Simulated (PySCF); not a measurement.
Compound: C3H5GeN2OP.
SMILES: `O=Cc1pcn[n]1[GeH3]`

Level: CAM-B3LYP/def2-SVPD in PySCF, non-relativistic, on one gas-phase PBE0-D3(BJ)/def2-SVP geometry that isn't relaxed in the solvent. The solvent is an IEF-PCM continuum (Bondi radii, 1.10 Å for H, scaled by 1.2), and excitations are vertical TDDFT with non-equilibrium linear response and a frozen core. Only the electrostatic response of the medium enters. Spin–orbit coupling is left out although an atom past zinc is present.

Gas-phase singlets (H = HOMO, L = LUMO):

```tsv
state	E (eV)	λ (nm)	f	leading configurations
S1	3.951	314	0.001	H-3→L 50%, H-1→L 42%
S2	4.602	269	0.192	H→L 96%
S3	4.763	260	0.006	H-1→L 54%, H-3→L 41%
S4	5.100	243	0.085	H-2→L 91%
S5	5.760	215	0.002	H-4→L 93%
```

Problem. Give the list for benzene (ε = 2.271), n² = 2.25.

Solution. 
```
state  E (eV)  λ (nm)      f  leading configurations  change by rank (eV)
   S1   3.968     312  0.001    H-3→L 47%, H-2→L 42%               +0.017
   S2   4.479     277  0.277                 H→L 97%               -0.123
   S3   4.786     259  0.008    H-2→L 49%, H-3→L 44%               +0.023
   S4   5.056     245  0.112               H-1→L 88%               -0.044
   S5   5.747     216  0.003               H-4→L 93%               -0.013
```

Problem. The ground-state energy changes by -0.095 eV from gas to benzene. By how much does the total energy of gas-phase S2 change?

Solution. E(S2) = E(S0) + excitation energy, so it changes by -0.095 − 0.123 = -0.218 eV: it is lowered more than the ground state, which is what a red shift means. This is the vertical state, with the slow part of the continuum still set for S0.

Problem. How do the frontier levels move from gas to benzene?

Solution. 
| orbital | gas (eV) | solvent (eV) | change (eV) |
| --- | --- | --- | --- |
| LUMO+2 | 0.88 | 0.93 | +0.05 |
| LUMO+1 | 0.76 | 0.87 | +0.11 |
| LUMO | -1.41 | -1.35 | +0.06 |
| HOMO | -8.65 | -8.60 | +0.05 |
| HOMO-1 | -9.44 | -9.42 | +0.02 |
| HOMO-2 | -9.46 | -9.42 | +0.04 |
| HOMO-3 | -9.66 | -9.62 | +0.04 |

The HOMO–LUMO gap goes from 7.25 to 7.25 eV. Rows go by rank; for HOMO-3, HOMO-2 and HOMO-1 the atom shares or the degeneracy differ between the runs, so the row needn't follow one orbital.

The values belong to the conformer `[O:1]=[CH:2][c:3]1[p:4][cH:5][n:6][n:7]1[GeH3:8]`: O1–C2–C3–P4 179°.
